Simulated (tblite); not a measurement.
C7H10O.
Bonds: C1–C2 (triple), C2–C3, C3–C4, C4–C5 (double), C4–O6, O6–C7, C7–C8. Hydrogens: H9 on C1; H10, H11 on C3; H12, H13 on C5; H14, H15 on C7; H16, H17, H18 on C8.

Structure optimised with GFN2-xTB, isolated species.

(1) List the bond lengths, angles and torsions at this level.

## Answers

(1) 
```json
{"bond": "C1≡C2", "length (bohr)": "2.261", "order": "triple"}
{"bond": "C2–C3", "length (bohr)": "2.741", "order": "single"}
{"bond": "C3–C4", "length (bohr)": "2.859", "order": "single"}
{"bond": "C4=C5", "length (bohr)": "2.508", "order": "double"}
{"bond": "C4–O6", "length (bohr)": "2.569", "order": "single"}
{"bond": "O6–C7", "length (bohr)": "2.669", "order": "single"}
{"bond": "C7–C8", "length (bohr)": "2.873", "order": "single"}
{"bond": "C1–H9", "length (bohr)": "1.982", "order": "single"}
{"bond": "C3–H10, C3–H11", "length (bohr)": "2.064", "order": "single"}
{"bond": "C5–H12", "length (bohr)": "2.030", "order": "single"}
{"bond": "C5–H13", "length (bohr)": "2.030", "order": "single"}
{"bond": "C7–H14, C7–H15", "length (bohr)": "2.077", "order": "single"}
{"bond": "C8–H16, C8–H17, C8–H18", "length (bohr)": "2.053", "order": "single"}
```

Bonds in one row agree within 0.02 bohr and their mean is given. Orders are formal, as drawn. A selection of angles:
```json
{"angle": "C1–C2–C3", "degrees": "178.7"}
{"angle": "C2–C3–C4", "degrees": "110.1"}
{"angle": "C3–C4–C5", "degrees": "122.5"}
{"angle": "C3–C4–O6", "degrees": "110.6"}
{"angle": "C5–C4–O6", "degrees": "126.9"}
{"angle": "C4–O6–C7", "degrees": "118.4"}
{"angle": "O6–C7–C8", "degrees": "107.9"}
```

Torsions: C2–C3–C4–C5 -79° (synclinal); C3–C4–O6–C7 -176° (antiperiplanar); C4–O6–C7–C8 178° (antiperiplanar). The mirror-image conformer, all signs reversed, is as good.

The 5 C–C bonds span 1.196 Å (C1≡C2, drawn triple) to 1.520 Å (C7–C8, drawn single), a spread of 0.324 Å. The 2 C–O bonds span 1.359 Å (C4–O6, drawn single) to 1.412 Å (O6–C7, drawn single), a spread of 0.053 Å. Of the pairs four or more bonds apart, C7···H13 is among the closest relative to their van der Waals radii: 2.61 Å, 90 % of the sum of Bondi's values.

Point group: C1 (no symmetry element, even within 0.4 Å). Its lowest GFN2-xTB frequency is 9 cm⁻¹, too small to tell a flat minimum from a shallow saddle. One conformer, not necessarily the lowest. 3 starts were optimised and ended at 0.00, 0.06 and 0.14 kcal/mol (GFN2-xTB); the lowest of these is shown.

The numbers are calculated, not measured.
